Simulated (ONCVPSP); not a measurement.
# C ONCV: all-electron and pseudo phase curves

- Element: C
- Generator: ONCVPSP 4.0.1
- Type: optimised norm-conserving Vanderbilt (ONCV)
- Functional: PBE
- Relativity: scalar-relativistic
- Frozen core: [He]
- Valence charge: 4
- Reference configuration: 2s2 2p2
- Partial waves: 2s: rc 0.90 bohr, ncon 4, nbas 8, qcut 8.7 1/bohr, local; 2p: rc 1.70 bohr, ncon 3, nbas 7, qcut 6.6 1/bohr, 2 projectors, debl 1.2 Ha; d scattering state at 0.25 Ha: rc 1.40 bohr, ncon 5, nbas 10, qcut 6.9 1/bohr, 2 projectors, debl 2.4 Ha
- Local potential: the s channel
- Core correction: Teter function, fcfact 4.25, rcfact 1.35

The phase is arctan(r·R′/R) of the radial function R(r), unwrapped; energies in Ha, scanned from -2 to 5 Ha. A pole is an energy at which the radial function vanishes at the test radius. The pseudo phase is shifted by a multiple of π to meet the all-electron one at the reference energy, and phase errors are pseudo minus all-electron; the curves can meet again beyond the range given. Levels narrower than the energy grid can be missing from the lists of poles.

Task: For each channel, where are the poles, and over which energies does the pseudopotential scatter like the atom?

Result:

```tsv
channel	radius (bohr)	reference energy (Ha)	poles, all-electron	poles, pseudo	unbroken range about the reference energy with phases within 0.05 rad	phase error 1 Ha above the reference energy (rad)
s	0.91	-0.51	none	none	the whole range	-0.005
p	1.73	-0.19	0.65	0.65	the whole range	+0.000
d	1.42	0.25	none	none	the whole range	+0.000
```

Phases in the d channel:

| E (Ha) | all-electron | pseudo |
| --- | --- | --- |
| -1.98 | 1.168 | 1.168 |
| -1.62 | 1.134 | 1.134 |
| -1.26 | 1.092 | 1.092 |
| -0.90 | 1.038 | 1.038 |
| -0.54 | 0.969 | 0.969 |
| -0.18 | 0.875 | 0.875 |
| 0.18 | 0.743 | 0.743 |
| 0.54 | 0.554 | 0.554 |
| 0.90 | 0.283 | 0.283 |
| 1.26 | -0.070 | -0.070 |
| 1.62 | -0.442 | -0.442 |
| 1.98 | -0.749 | -0.749 |
| 2.34 | -0.969 | -0.969 |
| 2.70 | -1.122 | -1.122 |
| 3.06 | -1.232 | -1.232 |
| 3.42 | -1.313 | -1.313 |
| 3.78 | -1.375 | -1.375 |
| 4.14 | -1.426 | -1.426 |
| 4.50 | -1.468 | -1.468 |
| 4.86 | -1.504 | -1.504 |
